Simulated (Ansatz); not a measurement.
```yaml
crystal:
  periodic: [false, false, false]
  atoms:
    - {symbol: F, position_ang: [-2.133330, -1.051175, 0.363732]}
    - {symbol: Sn, position_ang: [-0.404613, -0.200812, 0.070746]}
    - {symbol: Si, position_ang: [0.493837, 0.161958, 2.454132]}
    - {symbol: Si, position_ang: [-1.006573, 1.956837, -1.194827]}
    - {symbol: Si, position_ang: [0.888453, -1.938998, -1.317099]}
    - {symbol: H, position_ang: [-0.428687, 1.040659, 3.217760]}
    - {symbol: H, position_ang: [1.827904, 0.814923, 2.364824]}
    - {symbol: H, position_ang: [0.635612, -1.143185, 3.148970]}
    - {symbol: H, position_ang: [-1.898835, 2.803656, -0.362319]}
    - {symbol: H, position_ang: [0.247476, 2.704417, -1.482174]}
    - {symbol: H, position_ang: [-1.680344, 1.624560, -2.476202]}
    - {symbol: H, position_ang: [1.033520, -3.200696, -0.546769]}
    - {symbol: H, position_ang: [2.239515, -1.394549, -1.620878]}
    - {symbol: H, position_ang: [0.173168, -2.206994, -2.590996]}
basis:
  gaussian: {orbitals: STO-3G, fitting: {mean_field: cc-pVTZ-jkfit}}
magnetization: {spin_polarized: false, initial_magnetization: 2}
hamiltonian: {xc: {name: r2SCAN50}, dispersion: d3bjatm}
```

```sh
$ ansatz run in.yaml --threads 4 --pin off --events-out ev --progress --plain --max-ram 11315MiB
```

Task: How does Ansatz answer? (Estimate.)

Result: The calculation gave: The program refused the input.
```
Functional definition: r2SCAN50
Error: <dir> the basis set cc-pVTZ-JKFIT has no functions for Sn
```
